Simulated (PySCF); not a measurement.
BrH₂SbTe₂, SMILES [Sb]([TeH])([TeH])[Br].

Coordinates come from a PBE0-D3(BJ)/def2-SVP optimisation. The structure was generated by enumeration; whether it is a known compound was not checked. The def2 effective core potentials stand for the cores of Sb, Te; spin–orbit coupling is left out.

All values below come from TDDFT-PBE/def2-SVPD (PySCF 2.14.0).

Vertical excitations. The molecule is in vacuum.

Computed excitation energies, oscillator strengths and character:
```csv
state,energy (eV),λ (nm),f,main pairs
S1,2.91,426,0.007,"HOMO→LUMO 73 %, HOMO−1→LUMO 13 %, HOMO→LUMO+1 12 %"
S2,2.98,416,0.006,"HOMO→LUMO+1 73 %, HOMO→LUMO 13 %"
S3,3.13,396,0.005,"HOMO−1→LUMO 60 %, HOMO−1→LUMO+1 18 %, HOMO→LUMO 12 %"
S4,3.25,381,0.007,"HOMO−1→LUMO+1 68 %, HOMO−1→LUMO 16 %"
S5,3.32,374,0.013,HOMO→LUMO+2 83 %
S6,3.52,352,0.013,HOMO−1→LUMO+2 84 %
S7,3.82,325,0.022,HOMO−2→LUMO 79 %
S8,3.90,318,0.022,"HOMO−2→LUMO+1 67 %, HOMO−3→LUMO 14 %"
S9,4.05,306,0.006,HOMO→LUMO+3 95 %
S10,4.11,302,0.006,"HOMO−2→LUMO+2 49 %, HOMO−3→LUMO 33 %, HOMO−3→LUMO+1 12 %"
T1,2.61,475,0,HOMO→LUMO 95 %
T2,2.76,449,0,HOMO→LUMO+1 80 %
T3,2.87,432,0,"HOMO−1→LUMO 79 %, HOMO→LUMO+1 15 %"
T4,2.96,419,0,"HOMO−1→LUMO+1 77 %, HOMO→LUMO+2 14 %"
```
Triplets are in the Tamm–Dancoff approximation, which puts them higher than full response would, so one can lie above its singlet here.
